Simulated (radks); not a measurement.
Task: These are the eigenvalues of the occupied orbitals of an atom or ion with whole-number occupations (hartree). Calculated with a radial shooting solver on a logarithmic mesh with Libxc functionals: scalar-relativistic Kohn-Sham, RPBE, spin-polarised, spherical densities, finite nucleus; Fermi nuclear charge, rms radius of each element as measured or else 0.836 A^(1/3) + 0.57 fm.

1s down: -2554.675
1s up: -2554.675
2s up: -442.2942
2s down: -442.2899
2p up: -387.0707
2p down: -387.0673
3s up: -103.0959
3s down: -103.0949
3p up: -86.73504
3p down: -86.73383
3d up: -67.90375
3d down: -67.90101
4s up: -22.53926
4s down: -22.53577
4p up: -17.17149
4p down: -17.16838
4d up: -10.36268
4d down: -10.35896
5s up: -4.50266
5s down: -4.46093
5p up: -3.16895
5p down: -3.11295
4f up: -2.81869
4f down: -2.80971
5d up: -1.62552

Which element is it, and in what charge state? The configuration may be excited. Open shells, if any, are filled with parallel spins first.

Result: Z = 74, tungsten, charge +4: W4+ in [Xe] 4f14 5d2. The list shows which subshells hold electrons but not how many an open one holds; the 1s level, -2554.7 hartree, gives Z - s = 71.5 by -(Z - s)^2/2, which with screening and relativity narrows Z to a few neighbours, and the depths of the outer levels then fix element, charge and occupations together.
